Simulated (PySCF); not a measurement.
Ionisation energy of Pb⁷³⁺ by level of theory

Pb⁷³⁺ [He] 2s2 2p5 [2p1/2^2 2p3/2^3, M_J = 3/2] → Pb⁷⁴⁺ [He] 2s2 2p4 [2p1/2^2 2p3/2^2, M_J = 2], as a difference of total energies. All numbers are calculated (PySCF 2.14, the two-component X2C-1e Hamiltonian, in an uncontracted even-tempered set (16 s from 62 bohr⁻², ratio 2.4; 13 p from 81 bohr⁻², ratio 2.4; 5 d from 280 bohr⁻², ratio 2.6; 4 f from 410 bohr⁻², ratio 2.6)). Correlated levels: nothing frozen; the 22 highest virtual spinors dropped. "Screened" scales the spin-orbit matrix elements by Boettger's factors to mimic the two-electron term; Breit and QED terms are absent.

| method | ionisation energy (eV) |
| --- | --- |
| GHF (spin-free) | 20613.5 |
| GMP2 (spin-free) | 20615.3 |
| GHF (screened spin-orbit) | 19989.6 |
| GMP2 (screened spin-orbit) | 19991.3 |

For this ion Breit and QED terms and the two-electron picture change, all absent here, outweigh the correlation shift from GHF to GMP2.

The spin-free rows relax to the high-spin LS determinant and lack the spin-orbit shift.

The labels give the starting determinants; with spin-orbit coupling the two ends relaxed to ⟨J²⟩ = 3.75, ⟨L²⟩ = 2.04, ⟨S²⟩ = 0.79 and ⟨J²⟩ = 6.00, ⟨L²⟩ = 3.32, ⟨S²⟩ = 1.38.

For comparison: 19970 ± 90 eV (theoretical estimate listed by NIST; NIST Atomic Spectra Database, ionization energies).
